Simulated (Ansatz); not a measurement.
The cluster RuO2⁻. Charge -1, multiplicity 2. Geometry PBE0-D4/def2-TZVPD; atoms count from 1.

| atom | x (Å) | y (Å) | z (Å) |
| --- | --- | --- | --- |
| Ru1 | -0.2603 | -0.0321 | 0.0017 |
| O2 | -0.0474 | 1.4089 | -0.8607 |
| O3 | 0.3076 | -1.3768 | 0.8590 |

In the def2 sets Ru takes a core potential; there is no spin–orbit coupling. The structure comes from a short search, and lower isomers may exist.

Estimate the Mulliken populations from the PBE0/def2-TZVPD orbitals of Ansatz.


```csv
atom,charge (e),spin (α − β),d electrons
Ru1,0.64,1.17,6.42
O2,-0.82,-0.09,–
O3,-0.82,-0.09,–
```
Mulliken values and Mayer orders depend strongly on the basis. With diffuse functions, as here, like atoms can get unlike values, and bond orders can come out too low or too high.

Where does the spin sit?

Summed by element: Ru 1.17, O -0.17, of 1 unpaired in all. Largest on single atoms: Ru1 1.17, O2 -0.09, O3 -0.09.

And the Mayer bond orders between bonded heavy atoms (over 0.3)?

Ru1–O2 1.31 (1.69 Å); Ru1–O3 1.31 (1.69 Å). Values over 0.3 also appear between atoms too far apart for a bond (O2–O3 0.35 at 3.29 Å); they arise where an orbital or an unpaired electron spreads over both atoms.
